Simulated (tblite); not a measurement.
C6H10N2Si.
Structure used (GFN2-xTB), in Å, numbered top down from 1:
```
atom  x, y, z in Å
N1     3.618    0.957    1.792
C2     2.703    0.313    1.546
Si3    1.200   -0.719    1.135
C4     0.617   -0.060   -0.561
C5     0.083    1.370   -0.446
C6    -1.286    1.364    0.172
N7    -2.077    0.393    0.252
C8    -1.732   -0.893   -0.287
C9    -0.489   -0.918   -1.177
H10    0.249   -0.484    2.223
H11    1.631   -2.115    1.033
H12    1.477   -0.060   -1.243
H13    0.749    2.003    0.146
H14    0.002    1.829   -1.438
H15   -1.635    2.303    0.591
H16   -1.608   -1.568    0.568
H17   -2.611   -1.242   -0.839
H18   -0.156   -1.949   -1.313
H19   -0.746   -0.516   -2.162
```

Calculated harmonic vibrations of the isolated species, GFN2-xTB (tblite), most abundant isotopes, no scaling. This tight-binding method is rough: wavenumbers can miss measured ones by several per cent, in bad cases by 10 to 20. Modes of hydrogen on silicon can be 10 to 20 % off. One conformer, not necessarily the lowest.

Harmonic wavenumbers (cm⁻¹): 33.0, 82.3, 102.8, 167.6, 238.4, 264.8, 307.9, 334.4, 402.8, 455.9, 509.2, 534.5, 577.3, 622.2, 667.2, 720.6, 745.7, 758.0, 819.4, 895.1, 907.5, 941.9, 977.6, 989.6, 1045.8, 1092.9, 1118.1, 1137.1, 1169.5, 1186.4, 1250.9, 1267.9, 1307.8, 1318.4, 1330.8, 1340.1, 1462.2, 1466.1, 1495.0, 1751.4, 2258.7, 2273.0, 2355.3, 2897.1, 2914.0, 2918.7, 2949.7, 2952.3, 2964.2, 2979.1, 3012.8.

A = 2774, B = 885.5, C = 807.9 MHz; mass 138.061 u (most abundant isotopes); point group C1, symmetry number 1.

Q: Zero-point energy?

A: Half the sum of the wavenumbers: 32136 cm⁻¹ = 91.88 kcal/mol.

Q: Give the ideal-gas entropy at 200 K and 1 bar in the rigid-rotor, harmonic-oscillator model (classical rotation).

A: Translation 38.72, rotation 28.28, vibration 17.80: S = 84.8 cal/(mol K).

Q: And Cp and H(200 K) − H(0)?

A: Cp = 27.74 cal/(mol K), of which vibrations give 19.79 (their classical limit is 51 R = 101.3); H(200 K) − H(0) = 3.51 kcal/mol without the zero-point energy, 1.92 from vibrations.

Q: How do the functions run with temperature in this model?

A: 
```json
{"T (K)": "50", "S (cal/(mol K))": "59.4", "Cp (cal/(mol K))": "12.6", "H − H(0) (kcal/mol)": "0.50", "G − H(0) (kcal/mol)": "-2.47", "ln q(vib)": "0.65"}
{"T (K)": "100", "S (cal/(mol K))": "69.6", "Cp (cal/(mol K))": "17.5", "H − H(0) (kcal/mol)": "1.25", "G − H(0) (kcal/mol)": "-5.71", "ln q(vib)": "1.77"}
{"T (K)": "298.15", "S (cal/(mol K))": "97.9", "Cp (cal/(mol K))": "38.5", "H − H(0) (kcal/mol)": "6.76", "G − H(0) (kcal/mol)": "-22.43", "ln q(vib)": "6.54"}
{"T (K)": "373.15", "S (cal/(mol K))": "107.4", "Cp (cal/(mol K))": "46.4", "H − H(0) (kcal/mol)": "9.95", "G − H(0) (kcal/mol)": "-30.13", "ln q(vib)": "8.42"}
{"T (K)": "500", "S (cal/(mol K))": "122.6", "Cp (cal/(mol K))": "57.7", "H − H(0) (kcal/mol)": "16.58", "G − H(0) (kcal/mol)": "-44.73", "ln q(vib)": "11.64"}
{"T (K)": "750", "S (cal/(mol K))": "149.2", "Cp (cal/(mol K))": "73.4", "H − H(0) (kcal/mol)": "33.11", "G − H(0) (kcal/mol)": "-78.80", "ln q(vib)": "17.87"}
{"T (K)": "1000", "S (cal/(mol K))": "171.8", "Cp (cal/(mol K))": "83.4", "H − H(0) (kcal/mol)": "52.80", "G − H(0) (kcal/mol)": "-119.00", "ln q(vib)": "23.73"}
```

q(vib) and H(0) count from the zero-point level.

Q: What must be added to the electronic energy to get the Gibbs energy at 200 K and 1 bar?

A: ZPE + [H(200 K) − H(0)] − T·S = 91.88 + 3.51 − 16.96 = 78.43 kcal/mol.

Q: Which modes carry the vibrational entropy at 200 K?

A: 33.0 cm⁻¹: 4.85; 82.3 cm⁻¹: 3.06; 102.8 cm⁻¹: 2.63; 167.6 cm⁻¹: 1.73; 238.4 cm⁻¹: 1.14; 264.8 cm⁻¹: 0.98 cal/(mol K); the other 45 give 3.41 together.

Q: Blend soft modes into free rotors: weight 1/[1 + (100 cm⁻¹/ν̃)⁴] for the oscillator and the rest for a rotor with moment μB/(μ + B), μ = h/(8π²ν), B = 10⁻⁴⁴ kg m². What vibrational entropy results?

A: 16.22 cal/(mol K) in place of 17.80, which changes −T·S at 200 K by +0.32 kcal/mol.

Hindered rotation and anharmonicity are outside this model. Other conformers, if any are populated, would add a mixing term that is left out. The structure is chiral; the term R ln 2 for an equal mix with its mirror image is left out.
